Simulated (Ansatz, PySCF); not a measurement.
This PySCF input computes a PBE0/def2-TZVPD energy:

```python
from pyscf import gto, scf, dft

mol = gto.M(
    atom='''
    C     0.00000000    0.00000000    0.00000000
    H     0.53559480    0.93585773    0.03753667
    H    -1.07886998   -0.00405594   -0.01111717
    H     0.54327518   -0.93180178   -0.02641950
    ''',
    basis='def2-tzvpd',
    charge=0,
    spin=1,
    verbose=4,
)

mf = dft.UKS(mol, xc='pbe0').density_fit(auxbasis='def2-universal-jkfit')
mf.grids.level = 3
mf.conv_tol = 1e-9
mf.max_cycle = 100
mf.max_memory = 1500
mf.kernel()
if not mf.converged:
    mf = mf.newton()
    mf.kernel(mf.make_rdm1())
for _ in range(2):
    mo, _, stable, _ = mf.stability(return_status=True)
    if stable:
        break
    mf.kernel(mf.make_rdm1(mo, mf.mo_occ))
mf.analyze()
```

### Question
Write an input for the same energy in Ansatz (a program for electronic structure) and say what it gives.

### Answer

Ansatz 0.2 input:
```yaml
crystal:
  periodic: [false, false, false]
  atoms:
    - {symbol: C, position_ang: [0.00000000, 0.00000000, 0.00000000]}
    - {symbol: H, position_ang: [0.53559480, 0.93585773, 0.03753667]}
    - {symbol: H, position_ang: [-1.07886998, -0.00405594, -0.01111717]}
    - {symbol: H, position_ang: [0.54327518, -0.93180178, -0.02641950]}
basis:
  gaussian:
    orbitals: def2-TZVPD
hamiltonian:
  xc: {name: PBE0}
magnetization: {spin_polarized: true, initial_magnetization: 1}
output: {forces: true}
```
It gives -39.79919 Eh, and PySCF -39.79923 Eh, a difference of 0.04 mEh, from the treatment of integrals and grids.
